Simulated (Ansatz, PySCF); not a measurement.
Process, species as SMILES: CC(C)CO -> C[CH]C + [CH2]O (the C-C bond at the site shown breaks; other sites are not compared here)
Geometries: B3LYP-D3(BJ)/def2-TZVP minima from Ansatz (a program for electronic structure), one conformer each, not searched for the lowest. Frequencies are from Ansatz or PySCF.

Property: bond dissociation energy (0 K, with B3LYP-D3(BJ) harmonic zero-point energies), in kcal/mol. Valence correlation only, unless marked. Open shells are spin-unrestricted. No spin-orbit coupling. No relativistic terms. CBS marks a two-point X^-3 extrapolation of the correlation energy; Hartree-Fock from the larger set. [CCSD(T)-MP2]/basis is that difference in the basis named.

RI-MP2/CBS(cc-pVTZ,cc-pVQZ)+[CCSD(T)-MP2]/cc-pVTZ (Ansatz) gives 84.5 kcal/mol.

Another calculation gave 72.3 kcal/mol. Which level was it?
(A) wB97X/def2-TZVPD (Ansatz)
(B) r2SCANh/def2-TZVPD (Ansatz)
(C) wB97M-V/def2-TZVPD (Ansatz)
(D) revPBE/def2-TZVPD (Ansatz)

B, r2SCANh/def2-TZVPD (Ansatz). The others give 68.6 (revPBE), 82.1 (wB97M-V), 79.6 (wB97X) kcal/mol.
